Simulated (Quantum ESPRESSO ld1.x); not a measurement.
Results of a calculation; reference values are marked as such.
Problem. V18+, configuration [He] 2s2 2p1. Level of theory: scalar-relativistic Kohn-Sham, revPBE, spin-unpolarised, spherical densities, point nucleus (ld1.x of Quantum ESPRESSO 7.5). Some entries of the table are withheld. Estimate them.

| orbital | occ. | eigenvalue (hartree) | <1/r> (bohr^-1) | <r^2> (bohr^2) |
|---|---|---|---|---|
| 1s | 2 | -233.020 | 22.93 | (1) |
| 2s | 2 | -50.1213 | 5.315 | 0.09214 |
| 2p | 1 | (2) | (3) | (4) |

Solution. 
(1) 1s <r^2> (bohr^2): 0.005854
(2) 2p eigenvalue (hartree): -47.7538
(3) 2p <1/r> (bohr^-1): 5.216
(4) 2p <r^2> (bohr^2): 0.07070
